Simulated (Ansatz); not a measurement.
Stepwise reaction of `[Cl][Zr]([Br])([Br])[Br]` with hydrogen chloride, as a gas-phase model of exchange steps in deposition or etching. ΔE in kJ/mol.

Calculated with Ansatz (gas phase, PBE0-D4/def2-TZVP geometries, no zero-point term in ΔE). CBS: MP2 limit from def2 TZ/QZ plus the TZ coupled-cluster correction, frozen cores. This one scheme is used for every species. DFT in def2-TZVPP. B3LYP here is the variant with VWN-RPA as its local correlation; programs differ in this. Elements past krypton have def2 core potentials. For Br, Zr outer-core shells are correlated without core-valence functions, which leaves a few kJ/mol of doubt a bond. Scalar relativity is left out up to krypton.

| step | reaction | PBE-D4 | B3LYP-D4 | ωB97M-V | CCSD(T)/CBS |
| --- | --- | --- | --- | --- | --- |
| 1 | `[Cl][Zr]([Br])([Br])[Br]` + HCl → `[Cl][Zr]([Cl])([Br])[Br]` + HBr | -0.3 | -0.6 | -1.4 | 3.9 |
| 2 | `[Cl][Zr]([Cl])([Br])[Br]` + HCl → `[Cl][Zr]([Cl])([Cl])[Br]` + HBr | -0.4 | -0.7 | -1.4 | 3.8 |
| 3 | `[Cl][Zr]([Cl])([Cl])[Br]` + HCl → `[Cl][Zr]([Cl])([Cl])[Cl]` + HBr | -0.6 | -0.9 | -1.5 | 3.7 |

(1) By hand: ΔE of the 3 steps together at CCSD(T)/CBS.

Results:

(1) (3.9) + (3.8) + (3.7) = 11.4 kJ/mol, or 3.8 kJ/mol a step.

In ΔE the steps differ by no more than 0.2 kJ/mol. PBE-D4 differs from CCSD(T)/CBS by -4.3 to -4.2 kJ/mol a step. Isolated molecules leave out the surface, adducts and barriers. Largest T1 diagnostic: 0.015.
